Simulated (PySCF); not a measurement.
C6H9N (charge +1 and doublet state).
Atom-mapped SMILES: `[CH2+:1][CH:2][N:3]=[C:4]1[CH2:5][CH2:6][CH2:7]1` (hydrogens: H8, H9 on C1; H10 on C2; H11, H12 on C5; H13, H14 on C6; H15, H16 on C7)

Structure used (GFN2-xTB), in Å, numbered top down from 1:
```xyz
16
C6H9N angstrom
C      3.1880   -0.2750   -0.4380
C      2.2101    0.6701   -0.3141
N      0.9454    0.3889   -0.2289
C     -0.2497    0.1418   -0.1039
C     -1.3949   -0.0181   -1.0628
C     -2.3483   -0.2589    0.1188
C     -1.1543   -0.1013    1.0727
H      4.2199    0.0204   -0.5034
H      2.9582   -1.3268   -0.4719
H      2.4551    1.7278   -0.2879
H     -1.2593   -0.8582   -1.7433
H     -1.5800    0.8833   -1.6465
H     -2.8099   -1.2411    0.1339
H     -3.1170    0.4987    0.2339
H     -0.8780   -0.9922    1.6353
H     -1.1930    0.7496    1.7519
```

The hyperfine couplings belong to this conformer and change with its torsions.

The calculation used UKS B3LYP, pcH-1 on C H N, non-relativistic, mean-field spin-orbit, GIAO in PySCF 2.14.0. Isolated species at its GFN2-xTB geometry (one conformer only). The geometry wasn't refined by DFT: couplings that depend on bond lengths, twists or pyramidal angles can differ widely from those at the functional's own minimum, by a factor of two or more for some ions and for spin on atoms past the first row. The SCF solution wasn't tested for stability.

(1) Predict the first-order ENDOR lines of H8, H9, H10, H15/H16 and H11/H12 under fast tumbling at B = 3361.2 mT (W band).

(2) Which pairs are centred on the nuclear Larmor frequency, and which on half the coupling?

(3) At what field would the lower line of H8 fall to zero frequency?

Results:

(1) For S = 1/2 in fast tumbling each set of equivalent nuclei gives two lines, ν± = |νn ± a/2| to first order, with νn = g_N μN B/h and μN/h = 7.62259 MHz/T.

```tsv
nuclei	isotope	g_N	νn (MHz)	a_iso (MHz)	lower line (MHz)	upper line (MHz)
H8	1H	5.5857	143.11	-44.28	120.97	165.25
H9	1H	5.5857	143.11	-43.00	121.61	164.61
H10	1H	5.5857	143.11	10.02	138.10	148.12
H15/H16	1H	5.5857	143.11	-4.01	141.11	145.12
H11/H12	1H	5.5857	143.11	-3.85	141.19	145.04
```

(2) Centred on νn, since |a| < 2νn: H8, H9, H10, H15/H16 and H11/H12. No pair has |a| > 2νn.

(3) Where νn = |a|/2, that is B = 22.14 MHz/(5.5857 × 7.62259 MHz/T) = 520 mT, as far as first order holds there.

Couplings of abundant isotopes left out: N3 (20.4 MHz).

Means are taken over nuclei equivalent by connectivity, which assumes that they swap fast. H8 and H9 aren't averaged: C1 is flat or nearly so (angle sum 360°), and its turn about the short C1–C2 bond (1.37 Å) is taken as slow.

Time: 49 s (grids of density and orbitals included); peak memory 1.0 GiB. Hardware: Arm Neoverse V2, one thread, no GPU (shared host).

The SMILES draws the unpaired electron on C2; the largest computed Mulliken spin population is on C1 (0.68 against -0.12).
